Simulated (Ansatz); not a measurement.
Born–Oppenheimer molecular dynamics of FH₇N₂OSi₂ (13 atoms, charge 0, multiplicity 1). It goes on from the last frame of an earlier run, with new velocities.

Computed with RKS B3LYP-D4/6-31G in Ansatz 0.2.0.

```
ensemble        : NVT, Nosé–Hoover chain
time step       : 0.5 fs
steps asked     : 166
set temperature : 400 K
thermostat      : time constant 100 fs, chain length 3 (defaults)
seed            : 451377
```

First frame:

```xyz
13
Properties=species:S:1:pos:R:3
Si -0.117 -0.322 -0.105
O -0.674 -0.815 1.368
Si -1.154 0.135 2.788
H -0.847 -0.851 3.965
H -0.325 1.575 2.724
H -2.641 0.404 2.700
N 1.581 -0.259 -0.153
H 2.038 -1.171 -0.109
H 2.111 0.538 -0.245
F -0.759 1.263 -0.212
N -0.522 -1.470 -1.383
H -1.081 -2.374 -1.261
H -0.275 -1.320 -2.299
```

Question: What does the run give?

Answer: The run went to its last step.

```
steps done                                               : 166
time covered                                             : 83 fs
mean temperature over the second half                    : 485 K
spread of the potential energy over the second half      : 10.3 meV per atom
mean potential energy of the second half above the start : -14.2 meV per atom
```

The conserved energy stayed within 0.51 meV per atom of its start (net change -0.34 meV per atom), so the integration is sound. The mean temperature of the second half is 21 % above the set value. A run of 0.083 ps of so small a system gives no equilibrium averages. Limits of this set-up: no polarisation functions.

Question: What happens to the structure?

Answer: The same pairs are bonded in the first frame and the last. Pairs count as bonded within 1.25 times the sum of covalent radii (0.12 Å more for H–H). Another seed would give other details.

Question: How do temperature and energy run in time?

Answer: 
```
time (fs)  T (K)  potential energy less start (eV)  conserved less start (meV/atom)
        0    400                             0.000                             0.00
      2.5    560                            -0.232                            -0.43
        5    403                            -0.005                             0.01
      7.5    396                             0.002                            -0.21
       10    476                            -0.109                            -0.06
     12.5    595                            -0.282                            -0.27
       15    491                            -0.134                            -0.13
     17.5    538                            -0.201                            -0.11
       20    693                            -0.427                            -0.38
     22.5    482                            -0.124                             0.06
       25    556                            -0.235                            -0.30
     27.5    517                            -0.179                            -0.01
       30    514                            -0.183                            -0.34
     32.5    369                             0.025                            -0.04
       35    478                            -0.136                            -0.25
     37.5    423                            -0.060                            -0.20
       40    309                             0.103                             0.01
     42.5    483                            -0.152                            -0.39
       45    342                             0.051                             0.02
     47.5    433                            -0.087                            -0.37
       50    409                            -0.050                             0.04
     52.5    593                            -0.321                            -0.36
       55    430                            -0.088                            -0.05
     57.5    455                            -0.130                            -0.23
       60    480                            -0.171                            -0.28
     62.5    385                            -0.036                            -0.03
       65    512                            -0.225                            -0.30
     67.5    509                            -0.222                             0.01
       70    635                            -0.412                            -0.40
     72.5    523                            -0.253                             0.02
       75    685                            -0.498                            -0.41
     77.5    485                            -0.217                            -0.09
       80    427                            -0.142                            -0.14
     82.5    500                            -0.254                            -0.26
```

The run took 6.8 min on 1 thread of AMD EPYC 9R45 96-Core Processor (Zen 5) (shared host), peak memory 0.2 GiB.
